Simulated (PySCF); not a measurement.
## C₆ coefficients of unlike pairs at revPBE

Calculated with PySCF 2.14 from the dipole response of each species, C₆(A,B) = (3/π) ∫ α_A(iu) α_B(iu) du, in atomic units, from isotropic polarisabilities. For ions this is the dispersion term alone; charge-induced terms of lower order in 1/R come first.

```
species      configuration                       basis     relativity  α (bohr³)  C₆ (like pair)
     F+  [He] 2s2 2p4 (3P)      aug-cc-pwCVDZ (5s4p2d)           none      1.774           3.373
     N+  [He] 2s2 2p2 (3P)        dyall-av2z (11s7p2d)           none      3.882           8.425
     Sr      [Kr] 5s2 (1S)  aug-cc-pVTZ-X2C (8s7p5d2f)  spin-free X2C      206.2            3389
```

Q: Estimate C₆ for Sr with N+.

A: The integral gives 117.9. The combination rule 2 C_A C_B / (C_A α_B/α_A + C_B α_A/α_B) gives 111.7 and the geometric mean 169.0.

No spin-orbit coupling is included.

The other pairs:

| pair | C₆ |
| --- | --- |
| Sr, F+ | 59.50 |
| N+, F+ | 5.113 |
